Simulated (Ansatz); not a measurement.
`BSC` and `C[S][SnH3]` differ in one atom or group.

Ansatz, PBE0-D4/def2-TZVP geometries, multiplicity 1. 

Elements past krypton have def2 core potentials.

```
                                                                                  property  `BSC`
                                                     LUMO energy (ωB97M-V/def2-TZVPP) / eV   0.88
                                            size of the dipole moment (PBE/def2-TZVPP) / D   1.80
                                                       LUMO energy (B3LYP/def2-TZVPP) / eV  -1.25
                                                     HOMO–LUMO gap (B3LYP/def2-TZVPP) / eV   6.36
ideal-gas entropy at 298 K and 1 bar (rigid rotor, harmonic PBE0-D4/def2-TZVP) / J/(mol·K)    288
                                                         HOMO energy (PBE/def2-TZVPP) / eV  -6.74
```

Q: Give the same properties after the change, and the shifts. (An estimate is asked.)

A: The calculation gave: 
```
                                                                                  property  `C[S][SnH3]`  shift
                                                     LUMO energy (ωB97M-V/def2-TZVPP) / eV          1.13   0.25
                                            size of the dipole moment (PBE/def2-TZVPP) / D          1.39  -0.41
                                                       LUMO energy (B3LYP/def2-TZVPP) / eV         -0.69   0.56
                                                     HOMO–LUMO gap (B3LYP/def2-TZVPP) / eV          5.80  -0.56
ideal-gas entropy at 298 K and 1 bar (rigid rotor, harmonic PBE0-D4/def2-TZVP) / J/(mol·K)           340     52
                                                         HOMO energy (PBE/def2-TZVPP) / eV         -5.52   1.22
```

With PBE0 the HOMO rises by 1.13 eV and the LUMO rises by 0.62 eV, so the gap narrows by about 0.51 eV. PBE moves the HOMO by 1.22 eV and ωB97M-V by 1.12 eV. The zero-point energy changes by -2.1 kJ/mol with +3 modes. Dipoles are sizes alone; their direction can turn.

B3LYP here is the variant with VWN-RPA as its local correlation; programs differ in this.
